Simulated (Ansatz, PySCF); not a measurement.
Gas-phase reaction in SMILES: F[SiH2][SiH](F)F + 4 [H][H] (H2) -> 3 F (HF) + 2 [SiH4] (SiH4)
Geometries: B3LYP-D3(BJ)/def2-TZVP minima from Ansatz (a first-principles code), one conformer each, not searched for the lowest.

Wanted: energy of full hydrogenation (enthalpy at 298 K, with B3LYP-D3(BJ) rigid-rotor harmonic-oscillator terms from PySCF), in kJ/mol. Valence correlation only, unless marked. No spin-orbit coupling. Non-relativistic. Basis-set limits of correlation are two-point, X^-3; Hartree-Fock from the larger set.

| level | program | energy of full hydrogenation (kJ/mol) |
|---|---|---|
| BHLYP-D4/def2-TZVPD | Ansatz + dftd4 | 336.1 |
| RI-MP2/CBS(aug-cc-pV(T+d)Z,aug-cc-pV(Q+d)Z) | Ansatz | 346.9 |
| RI-MP2/CBS(cc-pV(T+d)Z,cc-pV(Q+d)Z) | Ansatz | 348.8 |
| CCSD/cc-pV(T+d)Z | Ansatz | 319.4 |
| CCSD(T)/6-31G | Ansatz | 300.3 |
| CCSD(T)/cc-pV(D+d)Z | Ansatz | 254.9 |
| CCSD(T)/CBS(cc-pV(T+d)Z,cc-pV(Q+d)Z) | Ansatz | 339.7 |
